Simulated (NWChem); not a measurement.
System: CCl, doublet; SMILES [C]Cl

Output (shortened):

```
             Northwest Computational Chemistry Package (NWChem) 7.3.0
             --------------------------------------------------------

                             Geometry "geometry" -> ""
                             -------------------------

 Output coordinates in angstroms (scale by  1.889725989 to convert to a.u.)

  No.       Tag          Charge          X              Y              Z
 ---- ---------------- ---------- -------------- -------------- --------------
    1 C                    6.0000     0.00000000     0.00000000    -1.20356000
    2 Cl                  17.0000     0.00000000     0.00000000     0.44310700

 Effective nuclear repulsion energy (a.u.)      32.7789889504

                                 NWChem DFT Module
                                 -----------------

 Summary of "ao basis" -> "ao basis" (spherical)
 ------------------------------------------------------------------------------
       Tag                 Description            Shells   Functions and Types
 ---------------- ------------------------------  ------  ---------------------
 C                        aug-cc-pvdz                9       23   4s3p2d
 Cl                       aug-cc-pvdz               11       27   5s4p2d

 in cosmo_initialize ...
 calling solv_data for solv:h2o

 solvent parameters
 solvname_short: h2o
 solvname_long:  water
 dielec:       78.4000
 dielecinf:     1.7769
 aqueous SMD model solvent descriptors
 dielec:       78.4000
 sola:          0.8200

          ---------------
          -cosmo- solvent
          ---------------
 Cosmo: York-Karplus, doi: 10.1021/jp992097l
 dielectric constant -eps-     =  78.40
 screen = (eps-1)/(eps    )    =   0.98724
 surface charge correction     = lagrangian

   van der Waals surface
 --------------------------

 ---------- ATOMIC COORDINATES (A.U.) ------------ VDWR(ANG.) --
     1    0.00000000    0.00000000   -2.27439861     1.850
     2    0.00000000    0.00000000    0.83735081     2.380
 number of segments per atom =        128
 number of   points per atom =        128
 atom (   nspa,  nppa )
 ----------------------
    1 (     80,     0 )       0
    2 (    112,     0 )       0
 number of -cosmo- surface points =      192
 molecular surface =     79.862 angstrom**2
 molecular volume  =     66.133 angstrom**3
 -lineq- algorithm             =   0
 -bem- low  level              =   3
 -bem- from -octahedral-
 gaussian surface charge width =   4.50000
 degree of switching           =   1.00000
 switching function tolerance  =   0.00010
 atomic radii =
 --------------
    1  6.000  1.850
    2 17.000  2.380
 ...... end of -cosmo- initialization ......

 nat:                     2
 ixmem:                   309
 calling mnsol_interface()
 G(SMD-CDS) energy (kcal/mol)  =     5.297
 SMD-CDS SASA (angstrom**2)    =    78.759

            General Information
            -------------------
          SCF calculation type: DFT
          Wavefunction type:  spin polarized.
          No. of atoms     :     2
          No. of electrons :    23
           Alpha electrons :    12
            Beta electrons :    11
          Charge           :     0
          Spin multiplicity:     2
          Use of symmetry is: off; symmetry adaption is: off
          Maximum number of iterations: 150
          AO basis - number of functions:    50
                     number of shells:    20
          Convergence on energy requested:  1.00D-06
          Convergence on density requested:  1.00D-05
          Convergence on gradient requested:  5.00D-04

              XC Information
              --------------
                         B3LYP Method XC Potential
                     Hartree-Fock (Exact) Exchange  0.200
                        Slater Exchange Functional  0.800 local
                    Becke 1988 Exchange Functional  0.720 non-local
              Lee-Yang-Parr Correlation Functional  0.810
                  VWN I RPA Correlation Functional  0.190 local

[...]

                                COSMO-SMD solvation results
                                ---------------------------

             internal energy in gas <Psi(g)|H|Psi(g)> =      -498.164976488768
         internal energy in solvent <Psi(s)|H|Psi(s)> =      -498.164513292055
                               delta internal energy  =         0.000463196713 (    0.29 kcal/mol)
   total free energy in solvent <Psi(s)|H+V/2|Psi(s)> =      -498.167263260781
 polarization energy contribution <Psi(s)|V/2|Psi(s)> =        -0.002749968727 (   -1.73 kcal/mol)
    total free energy in solvent including G(SMD-CDS) =      -498.158822067378
                       G(SMD-CDS) energy contribution =         0.008441193403 (    5.30 kcal/mol)
     1 M fixed-concentration free energy of solvation =         0.006154421390 (    3.86 kcal/mol)

                    DFT Final Alpha Molecular Orbital Analysis
                    ------------------------------------------

 Vector   10  Occ=1.000000D+00  E=-4.138900D-01
              MO Center= -1.3D-10, -8.1D-10,  1.7D-01, r^2= 1.3D+00
   Bfn.  Coefficient  Atom+Function         Bfn.  Coefficient  Atom+Function
  ----- ------------  ---------------      ----- ------------  ---------------
    33      0.527398  2 Cl py                36      0.350623  2 Cl py
    32      0.245002  2 Cl px                 6      0.198352  1 C  py
    35      0.162908  2 Cl px                 9      0.096171  1 C  py
     5      0.092068  1 C  px                 8      0.044645  1 C  px
    15      0.030359  1 C  d -1              42     -0.029449  2 Cl d -1

 Vector   11  Occ=1.000000D+00  E=-3.711073D-01
              MO Center=  2.9D-09, -3.5D-09, -1.0D+00, r^2= 1.8D+00
   Bfn.  Coefficient  Atom+Function         Bfn.  Coefficient  Atom+Function
  ----- ------------  ---------------      ----- ------------  ---------------
     3      0.440681  1 C  s                  7     -0.394963  1 C  pz
    34      0.390302  2 Cl pz                 2      0.284183  1 C  s
    37      0.229532  2 Cl pz                10     -0.172876  1 C  pz
     4      0.070303  1 C  s                 16     -0.039529  1 C  d  0
    26     -0.039281  2 Cl s                 28      0.032024  2 Cl s

 Vector   12  Occ=1.000000D+00  E=-2.294003D-01
              MO Center=  1.2D-08, -7.1D-09, -7.4D-01, r^2= 1.8D+00
   Bfn.  Coefficient  Atom+Function         Bfn.  Coefficient  Atom+Function
  ----- ------------  ---------------      ----- ------------  ---------------
     5      0.554705  1 C  px                 8      0.389144  1 C  px
    32     -0.310668  2 Cl px                35     -0.285139  2 Cl px
     6     -0.258160  1 C  py                 9     -0.181070  1 C  py
    33      0.144582  2 Cl py                36      0.132703  2 Cl py
    11      0.091988  1 C  px                38     -0.084391  2 Cl px

 Vector   13  Occ=0.000000D+00  E=-1.333884D-01
              MO Center= -2.3D-09, -1.1D-08, -8.4D-01, r^2= 1.9D+00
   Bfn.  Coefficient  Atom+Function         Bfn.  Coefficient  Atom+Function
  ----- ------------  ---------------      ----- ------------  ---------------
     6      0.529252  1 C  py                 9      0.421085  1 C  py
    33     -0.263090  2 Cl py                36     -0.259988  2 Cl py
     5      0.246245  1 C  px                 8      0.195962  1 C  px
    12      0.158930  1 C  py                39     -0.124534  2 Cl py
    32     -0.122420  2 Cl px                35     -0.120969  2 Cl px

 Vector   14  Occ=0.000000D+00  E= 1.084839D-02
              MO Center=  3.5D-08, -3.5D-08,  7.4D-01, r^2= 8.7D+00
   Bfn.  Coefficient  Atom+Function         Bfn.  Coefficient  Atom+Function
  ----- ------------  ---------------      ----- ------------  ---------------
     4      1.986491  1 C  s                 28     -1.937226  2 Cl s
    40      1.172589  2 Cl pz                13      1.062941  1 C  pz
     3      0.604891  1 C  s                 10      0.508368  1 C  pz
    37      0.448469  2 Cl pz                27     -0.437839  2 Cl s
     7      0.263978  1 C  pz                26     -0.193291  2 Cl s

 Vector   15  Occ=0.000000D+00  E= 2.406506D-02
              MO Center=  6.9D-07, -7.1D-07, -6.5D-01, r^2= 7.3D+00
   Bfn.  Coefficient  Atom+Function         Bfn.  Coefficient  Atom+Function
  ----- ------------  ---------------      ----- ------------  ---------------
     4      2.622235  1 C  s                 28     -1.420072  2 Cl s
    13      0.554416  1 C  pz                40      0.514260  2 Cl pz
    27     -0.456531  2 Cl s                 10      0.396115  1 C  pz
     3     -0.344308  1 C  s                  2     -0.214935  1 C  s
    48     -0.201461  2 Cl d  0              34     -0.189678  2 Cl pz

                     DFT Final Beta Molecular Orbital Analysis
                     -----------------------------------------

 Vector    9  Occ=1.000000D+00  E=-4.116445D-01
              MO Center=  6.0D-11, -6.4D-10,  2.0D-01, r^2= 1.3D+00
   Bfn.  Coefficient  Atom+Function         Bfn.  Coefficient  Atom+Function
  ----- ------------  ---------------      ----- ------------  ---------------
    33      0.533406  2 Cl py                36      0.358471  2 Cl py
    32      0.248638  2 Cl px                 6      0.180698  1 C  py
    35      0.167111  2 Cl px                 9      0.085280  1 C  py
     5      0.084219  1 C  px                 8      0.039751  1 C  px
    42     -0.029859  2 Cl d -1              15      0.028908  1 C  d -1

[...]
```

Level: B3LYP/aug-cc-pVDZ, spin-unrestricted, SMD on the gas-phase geometry. The state is orbitally degenerate and is run as one real component. All runs use the structure optimised with PBE0/def2-SVP, spin-unrestricted. No stability test was run on the SCF state. B3LYP is NWChem's, with the RPA form of VWN correlation. Solvent: water.

Task: Which NWChem input produces such a log?

Result: One answer among several that fit: the input that was run:
```
start job
memory heap 200 mb stack 900 mb global 1100 mb
geometry units angstroms noautosym nocenter noautoz
  C      0.000000     0.000000    -1.203560
  Cl     0.000000     0.000000     0.443107
end
basis spherical
  C library aug-cc-pvdz
  Cl library aug-cc-pvdz
end
dft
  odft
  mult 2
  xc b3lyp
  iterations 150
end
cosmo
  do_cosmo_smd true
  solvent water
end
task dft energy
```
